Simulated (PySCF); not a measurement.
Re²⁺: excitation energy

Re²⁺ [Xe] 4f14 5d5 (6S) → Re²⁺ [Xe] 4f14 5d4 6s1 (6D), as a difference of total energies. All numbers are calculated (PySCF 2.14, scalar relativity through the core potential, in aug-cc-pwCVDZ-PP with ECP60MDF (6s6p5d3f, 70 functions)). Correlated levels: valence and next inner shell: nothing frozen outside the core potential. The calculations carry no spin-orbit coupling.

```
                                method  excitation energy (eV)
                                   UHF                   2.733
    MP2 (valence and next inner shell)                   2.500
SCS-MP2 (valence and next inner shell)                   2.525
   CCSD (valence and next inner shell)                   2.494
CCSD(T) (valence and next inner shell)                   2.481
```

Q: How much does correlation contribute at CCSD(T) (valence and next inner shell)?

A: 2.481 − (2.733) = -0.252 eV, measured against UHF.
